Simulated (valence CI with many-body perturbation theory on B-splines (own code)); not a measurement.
The numbers below are computed, except where a source is named.
## Hyperfine factors and g values of Br XXII

Method: valence CI with perturbative core correlation (CI+MBPT): four valence electrons over a frozen Dirac-Fock core [Ne], radial functions for each j: 11 s, 11 p, 9 d, 7 f, 5 g, 2 h, 1 i, with the one-electron correlation potential Σ1, the two-electron term Σ2, the three-electron term Σ3, Breit, model QED; selected CI, second order for the rest (own B-spline code, finite nucleus).

No measured spectrum was set against this ion. As an estimate, levels of excited configurations hold to 0.05 to 0.15 % of their energy, terms of the ground configuration to about 0.5 %.

A/g_I is the dipole constant over the nuclear g factor μ/I (μ in nuclear magnetons, uniformly magnetised nucleus), B/Q the quadrupole constant per barn. Both hold the static response of the core; the bare values leave it out. Large factors of s and p1/2 electrons are usually good to 5 to 10 %; those of open d and f shells near neutrality can be off by tens of per cent, and small factors of p3/2, d and f electrons come from cancelling terms and can be off by a factor of two or in sign, in half-filled shells by more. B is blank for J = 1/2, where it vanishes, and for nearly pure S terms. Energies count from the lowest level. Levels with J = 0 are left out.

Names give the largest LS component (configuration and term), which can be under half, so a name can repeat, a term be missing and a line seem to break the LS rules; names also repeat where a configuration has a term twice. Letters in brackets count levels of one name in rising energy.

| Level | E (cm⁻¹) | g | A/g_I (MHz) | A/g_I bare | B/Q (MHz/b) | B/Q bare |
| --- | --- | --- | --- | --- | --- | --- |
| 3s²3p² ³P_1 | 58046 | 1.499 | -1200 | -578 | 13400 | 13000 |
| 3s²3p² ³P_2 | 82513 | 1.309 | 28200 | 27600 | 2650 | 2580 |
| 3s²3p² ¹D_2 | 162810 | 1.187 | 17800 | 17400 | 24000 | 23200 |
| 3s3p³ ⁵S°_2 | 435870 | 1.944 | 67600 | 66100 | 2510 | 2440 |
| 3s3p³ ³D°_1 | 539550 | 0.677 | -33800 | -32300 | 19400 | 18900 |
| 3s3p³ ³D°_2 | 545970 | 1.260 | 45800 | 44300 | 30100 | 29200 |
| 3s3p³ ³D°_3 | 568830 | 1.331 | 61100 | 59100 | -3080 | -2950 |
| 3s3p³ ³P°_2 [a] | 636000 | 1.249 | 27500 | 27000 | -26200 | -25400 |
| 3s3p³ ³P°_1 | 636000 | 1.362 | 73600 | 71100 | -20700 | -20100 |
| 3s3p³ ³P°_2 [b] | 694140 | 1.164 | 48200 | 46600 | -14200 | -13700 |
| 3s3p³ ³S°_1 | 740840 | 1.615 | -12000 | -10100 | 785 | 774 |
| 3s²3p3d ³F°_2 | 743330 | 0.722 | 20200 | 19700 | 15500 | 15400 |
| 3s²3p3d ³F°_3 | 769240 | 1.089 | 14600 | 14500 | 17300 | 17200 |
| 3s²3p3d ³F°_4 | 822240 | 1.249 | 7290 | 7510 | 32300 | 31800 |
| 3s3p³ ¹P°_1 | 823550 | 1.292 | -9220 | -7940 | 1560 | 1540 |
| 3s²3p3d ³P°_2 [a] | 828410 | 1.299 | 5300 | 5680 | 7430 | 7480 |
| 3s²3p3d ³D°_1 | 841320 | 0.858 | -20400 | -19000 | 2750 | 2810 |
| 3s²3p3d ³D°_2 | 885830 | 1.059 | 5360 | 5640 | -5390 | -5100 |
| 3s²3p3d ³D°_3 | 897720 | 1.298 | 13800 | 13900 | -9180 | -8700 |
| 3s²3p3d ³P°_1 | 901620 | 1.206 | 6340 | 6800 | -13700 | -13500 |
| 3s²3p3d ³P°_2 [b] | 912400 | 1.289 | 19400 | 19200 | -18900 | -18300 |
| 3s²3p3d ¹F°_3 | 970940 | 1.024 | 10100 | 10100 | 27500 | 27200 |
| 3s²3p3d ¹P°_1 | 999600 | 0.978 | -1710 | -1210 | 4120 | 4150 |
| 3p⁴ ³P_2 | 1071600 | 1.388 | 22900 | 23000 | 1520 | 1550 |
| 3s3p²3d ⁵F_1 | 1100100 | 0.142 | -44800 | -43000 | 236 | 394 |
| 3s3p²3d ⁵F_2 | 1111600 | 1.070 | 13800 | 13800 | 6730 | 6720 |
| 3s3p²3d ⁵F_3 | 1129000 | 1.303 | 27200 | 26800 | 12300 | 12300 |
| 3p⁴ ³P_1 | 1133800 | 1.425 | 16800 | 17100 | -8200 | -7990 |
| 3p⁴ ¹D_2 | 1153000 | 1.122 | 34500 | 33600 | -32100 | -31100 |
| 3s3p²3d ⁵F_4 | 1157400 | 1.363 | 29700 | 29200 | 11100 | 11200 |
| 3s3p²3d ⁵D_1 | 1169300 | 1.455 | 29000 | 28800 | -13700 | -13400 |
| 3s3p²3d ⁵D_2 | 1169800 | 1.335 | 27300 | 27000 | -17300 | -16800 |
| 3s3p²3d ⁵D_3 | 1171100 | 1.372 | 40300 | 39400 | -14700 | -14200 |
| 3s3p²3d ⁵D_4 | 1186800 | 1.403 | 40400 | 39600 | 8170 | 8060 |

Problem. Take the isotope of mass number 81, with I = 3/2, μ = 2.2686 μN and Q = 0.2579 b. What is the hyperfine structure of 3s²3p² ¹D_2?

Solution. From the table A = 26900 MHz, B = 6180 MHz. Shifts from the centre of gravity in MHz: F = 1/2: -116000, F = 3/2: -80700, F = 5/2: -17300, F = 7/2: 82200.
